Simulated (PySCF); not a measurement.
methylsilane (CH₆Si), singlet, at a GFN2-xTB geometry. Base run: PySCF with M062X/6-311G**.

Input for PySCF:
```python
from pyscf import gto, scf, dft

mol = gto.M(
    atom='''
C    -0.01298196    0.00392095   -1.25022897
Si    0.00669850   -0.00202315    0.64510011
H    -0.01147190   -1.00712268   -1.64830101
H    -0.89650587    0.50641306   -1.63436438
H     0.85673226    0.51618733   -1.65253877
H     0.00413621    1.37681588    1.13946736
H    -1.17977102   -0.70041180    1.14524608
H     1.21099302   -0.68708334    1.12046299
''',
    basis='6-311g**',
    verbose=3,
)

mf = dft.RKS(mol)
mf.xc = 'm062x'
mf.kernel()
mf.analyze()
```

All variants below ran on the same shared machine, one core each. Differences are taken from the largest grid of the series, which the next largest meets within 10 µEh (grids.atom_grid = (150, 974): -331.168009 Eh). The cheapest run took about 3 core-seconds (a rough figure).

```
setting                                    grid points  cost, times the cheapest (rough)  difference in total energy (µEh)
-----------------------------------------  -----------  --------------------------------  --------------------------------
grids.level = 1                                  26424                                 1                               241
grids.atom_grid = (50, 194)                      52976                                 2                               -11
grids.level = 2                                  55368                                 2                                31
grids.prune = dft.gen_grid.treutler_prune        80200                                 2                                14
base                                             92152                                 3                                10
grids.atom_grid = (75, 302)                     117016                                 3                                16
grids.prune = off                               147976                                 3                                10
grids.level = 4                                 151776                                 4                                 1
grids.level = 7                                 474456                                10                                 0
grids.atom_grid = (150, 974)                    652440                                10                         reference
```

Times come from a shared machine, hold the start-up and are rough.
